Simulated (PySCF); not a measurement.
A geometry optimisation on F3H3HfOSi.

Computed with PBE0-D3(BJ)/def2-SVP geometry optimisation, gas phase, def2 core potentials past Kr (PySCF 2.14.0). Start geometry: GFN2-xTB. The input is one job of a driver script: a line of settings, then coordinates in Å.

Input:
```
{"job": {"xc": "PBE0", "basis": "def2-SVP", "d3": "d3bj", "grid": 1, "maxiter": 30, "shake": 0.03, "kind": "geom"}, "charge": 0, "multiplicity": 1}
Hf    -0.705470    -0.639560    -0.991040
F     -1.980210     0.813760    -0.907250
F     -1.373620    -1.928200     0.080100
F     -0.797350    -1.214080    -2.733390
O      0.946140    -0.010300    -0.586900
Si     0.998790     0.614500     0.946150
H      1.998210    -0.201600     1.724520
H     -0.349800     0.468810     1.500230
H      1.396050     2.027220     0.941910
```

Output:
```
step   0  E = -713.50200281  max force = 0.090732
step   1  E = -713.53013322  max force = 0.020326
step   2  E = -713.53383958  max force = 0.011171
step   3  E = -713.53555947  max force = 0.009701
step   4  E = -713.53688652  max force = 0.006632
step   5  E = -713.53991129  max force = 0.010176
step   6  E = -713.54137578  max force = 0.008761
step   7  E = -713.54273869  max force = 0.004032
step   8  E = -713.54331454  max force = 0.002805
step   9  E = -713.54372720  max force = 0.004328
step  10  E = -713.54392900  max force = 0.003049
step  11  E = -713.54410095  max force = 0.001576
step  12  E = -713.54427344  max force = 0.003341
step  13  E = -713.54435537  max force = 0.002441
step  14  E = -713.54442162  max force = 0.000861
step  15  E = -713.54445829  max force = 0.001725
step  16  E = -713.54453872  max force = 0.002168
step  17  E = -713.54460011  max force = 0.001136
step  18  E = -713.54464909  max force = 0.000434
step  19  E = -713.54466268  max force = 0.001185
step  20  E = -713.54467425  max force = 0.000943
step  21  E = -713.54466631  max force = 0.000338
step  22  E = -713.54467389  max force = 0.000324
optimisation converged
```

Energies in Eh; «max force» is the largest Cartesian gradient component in Eh/bohr.

Problem. Give the first gradient maximum in eV/Å.

Solution. With 1 Eh/bohr = 51.422 eV/Å, 4.666 eV/Å.

Problem. How much energy does the optimisation release, in kJ/mol?

Solution. E(step 0) − E(last step) = 0.042671 Eh, which is 112.0 kJ/mol.

In short: final energy -713.54467 Eh after 22 steps; dipole 1.85 D.

Problem. Where do the atoms end?

Solution. 0.824 Å rms from the input after alignment:
```
atom  x, y, z in Å
Hf1   -1.0858   -0.7942   -1.1378
F2    -2.6127    0.3075   -1.4655
F3    -1.6650   -2.4783   -0.4463
F4    -0.1199   -1.0739   -2.7620
O5     0.0758    0.0735    0.1345
Si6    1.1483    0.8115    1.1817
H7     2.1856   -0.1759    1.5985
H8     0.4091    1.2983    2.3818
H9     1.7974    1.9622    0.4896
```

Problem. Estimate the wall time. Hardware: one thread, Intel Xeon Platinum 8259CL at 2.50 GHz (x86_64) (shared host). And the peak memory of the process?

Solution. About 4.2 min, with 0.48 GiB resident at the peak, the Python interpreter and its libraries included.
Labels such as C1 count atoms from 1, the log's own numbers from 0.
